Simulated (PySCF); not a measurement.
**Molecular orbitals of NaGe**

UHF at R = 2.740 Å; PySCF, no relativity, basis sets Na 6-31G(d,p), Ge 6-31G(d,p). State: ⁴Σ⁻ (quartet), unpaired electrons σ ↑, π ↑↑. Only the outer orbitals are listed, counted within each symmetry.

| spin | orbital | occ. | ε (eV) | on Na (%) | main shells (%) |
| --- | --- | --- | --- | --- | --- |
| α | 10σ | 1 | -16.23 | 4 | 96 Ge s |
| α | 11σ | 1 | -6.83 | 27 | 72 Ge p, 22 Na s |
| α | 5π | 1 | -6.31 | 6 | 94 Ge p |
| α | 5π | 1 | -6.31 | 6 | 94 Ge p |
| α | 12σ | 0 | -0.34 | 94 | 61 Na s, 33 Na p |
| α | 6π | 0 | 1.05 | 99 | 99 Na p |
| α | 6π | 0 | 1.05 | 99 | 99 Na p |
| β | 10σ | 1 | -10.90 | 6 | 93 Ge s |
| β | 11σ | 0 | -0.37 | 99 | 69 Na s, 30 Na p |
| β | 5π | 0 | 0.97 | 102 | 102 Na p |
| β | 5π | 0 | 0.97 | 102 | 102 Na p |

Question: Which are the highest filled and the lowest empty level, where do they sit, and how wide is the gap?

Answer: Highest filled α 5π at -6.31 eV (in %: 94 Ge p); lowest empty β 11σ at -0.37 eV (in %: 69 Na s, 30 Na p); the gap at UHF is 5.94 eV.

The bond order (Mayer) is 0.77 and the ⟨S²⟩ is 3.754. The charge on Na (Mulliken, basis-dependent) is 0.51 and the charge on Na (Löwdin, basis-dependent) is 0.25. The dipole moment (positive dipole means Na(−)Ge(+)) is -8.30 D and the polarisability along the bond is 115.5 bohr³. The polarisability across the bond is 61.7 bohr³.

Shares are Mulliken populations and can fall outside 0 to 100 %.

Spin–orbit coupling is left out. The state was picked by a PBE0 search and need not be the measured ground state.
